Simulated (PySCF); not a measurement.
Excitations are Tamm–Dancoff values on a coarser integration grid. The basis has no diffuse functions, so Rydberg states are missing or too high.

Cartesian coordinates (Å):
```xyz
13

C     -1.9190    -0.1502     0.1675
C     -0.4687    -0.5072    -0.1261
C      0.5284     0.5654     0.2887
C      1.9893     0.2646     0.0163
O      0.1738     1.6094     0.8103
H     -2.0697     0.0250     1.2409
H     -2.2085     0.7722    -0.3530
H     -2.5928    -0.9569    -0.1520
H     -0.3123    -0.7078    -1.2012
H     -0.1749    -1.4460     0.3768
H      2.6153     1.0949     0.3614
H      2.1509     0.1014    -1.0606
H      2.2911    -0.6646     0.5241
```
Charge 0, spin multiplicity 1.

**Question.** Predict the dipole moment, LUMO, HOMO–LUMO gap, S1 excitation (TDA), T1 excitation (TDA), total energy, HOMO and S1–T1 gap (TDA) from PBE-D3(BJ)/def2-TZVP (PySCF 2.14.0).

**Answer.** 
```json
{
 "dipole_moment": "2.78 D",
 "LUMO": "-1.57 eV",
 "HOMO–LUMO gap": "4.03 eV",
 "S1 excitation (TDA)": "4.28 eV",
 "T1 excitation (TDA)": "3.66 eV",
 "total_energy": "-232.2674 Ha",
 "HOMO": "-5.60 eV",
 "S1–T1 gap (TDA)": "0.62 eV"
}
```
